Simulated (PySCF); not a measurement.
## Molecular orbitals of LiI

B2PLYP at R = 2.390 Å; basis Li def2-SVP, I def2-SVP with ECP28; scalar-relativistic core potentials; PySCF 2.14. State: ¹Σ⁺ (singlet), closed shell. Only the outer orbitals are listed, counted within each symmetry, core potentials removing the inner ones.

| orbital | occ. | ε (eV) | on Li (%) | main shells (%) |
| --- | --- | --- | --- | --- |
| 5σ | 2 | -18.99 | 2 | 98 I s |
| 6σ | 2 | -7.84 | 10 | 89 I p |
| 3π | 2 | -7.02 | 4 | 96 I p |
| 3π | 2 | -7.02 | 4 | 96 I p |
| 7σ | 0 | -1.07 | 99 | 78 Li s, 21 Li p |
| 4π | 0 | 1.38 | 96 | 96 Li p |
| 4π | 0 | 1.38 | 96 | 96 Li p |

**Question.** Which are the highest filled and the lowest empty level, where do they sit, and how wide is the gap?

**Answer.** Highest filled 3π at -7.02 eV (in %: 96 I p); lowest empty 7σ at -1.07 eV (in %: 78 Li s, 21 Li p); the gap at B2PLYP is 5.95 eV.

| Item | Value |
| --- | --- |
| bond order (Mayer) | 0.73 |
| ⟨S²⟩ | 0.000 |
| charge on Li (Mulliken, basis-dependent) | 0.60 |
| charge on Li (Löwdin, basis-dependent) | 0.32 |
| dipole moment (positive dipole means Li(−)I(+)) | -7.43 D |

Correlated steps freeze 4 core orbitals. Spin–orbit coupling is left out. B2PLYP dipoles, levels and charges come from its SCF part alone.
